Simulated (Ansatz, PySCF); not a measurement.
Cu(Cl)(OH2) (ClCuH₂O), SMILES [Cl][Cu]<-[OH2], multiplicity 1.

The structure is a stationary point at B3LYP-D3(BJ)/def2-TZVP. The spin state was assumed, not searched.

Vertical ionisation energy (IE) and electron affinity (EA) in eV. Rows of orbital energies are one-electron estimates. Where ΔSCF, EOM or ADC give a negative EA the extra electron is unbound and the value depends on the basis.

```csv
level,IE,EA
"−ε(HOMO), −ε(LUMO), CAM-B3LYP/def2-TZVPD (PySCF)",8.24,1.05
"−ε(HOMO), −ε(LUMO), PBE/def2-TZVPD (PySCF)",5.30,2.50
"ΔSCF, CAM-B3LYP/def2-SVPD (Ansatz), final states of multiplicity 2 and 2",9.29,0.21
"ΔSCF, PBE/def2-SVPD (Ansatz), final states of multiplicity 2 and 2",8.95,0.33
```

What vertical singlet–triplet gap does ΔSCF give with CAM-B3LYP/def2-SVPD (Ansatz, an electronic-structure program) and with PBE/def2-SVPD (Ansatz)? (Estimate from the structure and the level; the computed values follow.)

4.13 and 3.72 eV (triplet above singlet where positive).
